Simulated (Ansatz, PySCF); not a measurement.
C₂H₆BNO, SMILES C=CB(N)O. Atoms are numbered in the order given.

```xyz
11

B      0.1990     0.4119     0.1729
C     -0.6498    -0.4334    -0.8377
C     -0.8354    -1.7565    -0.7029
H     -1.1211     0.0632    -1.6993
H     -1.4300    -2.3473    -1.4100
H     -0.3873    -2.2985     0.1384
O      0.7750    -0.2516     1.2327
H      1.2818     0.3222     1.8177
N      0.3500     1.8063    -0.0232
H      0.8787     2.4245     0.5797
H     -0.0782     2.2848    -0.8051
```

Geometry optimised at r2SCAN-D4/def2-SVP. This is a generated structure with no PubChem entry under its InChIKey; it may be hypothetical. The values are those of a single conformer.

Two levels are set side by side: PBE-D3(BJ)/def2-SVP (Ansatz, a quantum-chemistry and plane-wave program) and r2SCAN-D4/def2-SVP (Ansatz). Each level has its own optimised geometry; the coordinates shown are those of the second. Frequencies come from the Hessian of PySCF at each geometry. Differences are taken from unrounded values.

| quantity | r2SCAN-D4 |
|---|---|
| mean bond length (Å) | 1.198 |
| bond B1–C2 (Å) | 1.567 |
| bond B1–O7 (Å) | 1.377 |
| bond B1–N9 (Å) | 1.416 |
| bond C2–C3 (Å) | 1.343 |
| bond C2–H4 (Å) | 1.100 |
| bond C3–H5 (Å) | 1.097 |
| bond C3–H6 (Å) | 1.097 |
| bond O7–H8 (Å) | 0.963 |
| bond N9–H10 (Å) | 1.013 |
| bond N9–H11 (Å) | 1.012 |
| highest harmonic wavenumber (cm⁻¹) | 3875 |
| mean harmonic wavenumber (cm⁻¹) | 1434 |
| zero-point energy (kcal/mol) | 55.36 |

Problem. What does PBE-D3(BJ) give, and how far is it from r2SCAN-D4? (An estimate is asked for; the answer gives what the named calculation found.)

Solution. 
```json
[
 {"quantity": "mean bond length (Å)", "PBE-D3(BJ)": "1.205", "PBE-D3(BJ) minus r2SCAN-D4": "0.007"},
 {"quantity": "bond B1–C2 (Å)", "PBE-D3(BJ)": "1.572", "PBE-D3(BJ) minus r2SCAN-D4": "0.005"},
 {"quantity": "bond B1–O7 (Å)", "PBE-D3(BJ)": "1.384", "PBE-D3(BJ) minus r2SCAN-D4": "0.008"},
 {"quantity": "bond B1–N9 (Å)", "PBE-D3(BJ)": "1.422", "PBE-D3(BJ) minus r2SCAN-D4": "0.006"},
 {"quantity": "bond C2–C3 (Å)", "PBE-D3(BJ)": "1.349", "PBE-D3(BJ) minus r2SCAN-D4": "0.006"},
 {"quantity": "bond C2–H4 (Å)", "PBE-D3(BJ)": "1.107", "PBE-D3(BJ) minus r2SCAN-D4": "0.007"},
 {"quantity": "bond C3–H5 (Å)", "PBE-D3(BJ)": "1.104", "PBE-D3(BJ) minus r2SCAN-D4": "0.007"},
 {"quantity": "bond C3–H6 (Å)", "PBE-D3(BJ)": "1.104", "PBE-D3(BJ) minus r2SCAN-D4": "0.007"},
 {"quantity": "bond O7–H8 (Å)", "PBE-D3(BJ)": "0.972", "PBE-D3(BJ) minus r2SCAN-D4": "0.008"},
 {"quantity": "bond N9–H10 (Å)", "PBE-D3(BJ)": "1.020", "PBE-D3(BJ) minus r2SCAN-D4": "0.007"},
 {"quantity": "bond N9–H11 (Å)", "PBE-D3(BJ)": "1.019", "PBE-D3(BJ) minus r2SCAN-D4": "0.007"},
 {"quantity": "highest harmonic wavenumber (cm⁻¹)", "PBE-D3(BJ)": "3759", "PBE-D3(BJ) minus r2SCAN-D4": "-115"},
 {"quantity": "mean harmonic wavenumber (cm⁻¹)", "PBE-D3(BJ)": "1398", "PBE-D3(BJ) minus r2SCAN-D4": "-36"},
 {"quantity": "zero-point energy (kcal/mol)", "PBE-D3(BJ)": "53.96", "PBE-D3(BJ) minus r2SCAN-D4": "-1.40"}
]
```
